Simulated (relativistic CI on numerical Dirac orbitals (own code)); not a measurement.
**Sensitivity of the levels of Al3+ to α**

These numbers are calculated, not measured: Dirac-Coulomb-Breit CI, separate exchange-only KLI orbitals for each configuration, valence Slater integrals scaled by 0.85, P86 correlation energy added to each configuration, derivatives by finite differences, QED left out (own radial code, finite nucleus).

Configuration list (outside the closed core 1s2): 2s2.2p6, 2s2.2p5.3s, 2s2.2p5.3p, 2s2.2p5.3d, 2s2.2p4.3s2, 2s.2p6.3s, 2s2.2p4.3s.3p, 2s.2p6.3p. Levels of other configurations are missing.

With x = (α/α₀)² − 1 an excitation energy changes as ω = ω₀ + qx; K = 2q/ω₀ is the relative enhancement. Terms are leading LS components, so labels can repeat.

Lowest level 2s2.2p6 1S_0.

```
           Level  ω₀ (cm⁻¹)  q (cm⁻¹)
2s2.2p5.3s 3P°_2     614647     -2014
2s2.2p5.3s 3P°_1     616426    -711.4
2s2.2p5.3s 3P°_0     618022      1372
2s2.2p5.3s 1P°_1     622280     76.98
 2s2.2p5.3p 3S_1     671449      -721
 2s2.2p5.3p 3D_3     679084     -1390
 2s2.2p5.3p 3D_2     679853     -1158
 2s2.2p5.3p 3D_1     681105    -33.78
 2s2.2p5.3p 3P_2     683335     -1269
 2s2.2p5.3p 1P_1     684519     139.2
 2s2.2p5.3p 3P_2     685414      1305
 2s2.2p5.3p 3P_0     685620     523.2
 2s2.2p5.3p 3P_1     686031      1165
 2s2.2p5.3p 1S_0     720586    -140.5
2s2.2p5.3d 3P°_0     756802     -1407
2s2.2p5.3d 3P°_1     757197     -1132
2s2.2p5.3d 3P°_2     758040    -561.2
2s2.2p5.3d 3F°_4     759138     -1435
2s2.2p5.3d 3F°_3     759790     -1219
2s2.2p5.3d 3F°_2     760987    -462.9
2s2.2p5.3d 1F°_3     761757     -1029
2s2.2p5.3d 3D°_1     764082      -364
2s2.2p5.3d 1D°_2     764249      1025
```

Correlation outside the listed configurations is missing or only estimated: errors of thousands of cm⁻¹ between configurations and terms are usual at this charge. Rates and lifetimes follow the computed energies and can be off by large factors. The fine structure of a lone outer electron comes out too small, for d and f at times inverted, and misplaced configurations move strength between like terms.

Task: Which transition from the lowest level has the largest |K|?

Result: 2s2.2p5.3s 3P°_2 at 614647 cm⁻¹, K = -0.00655.
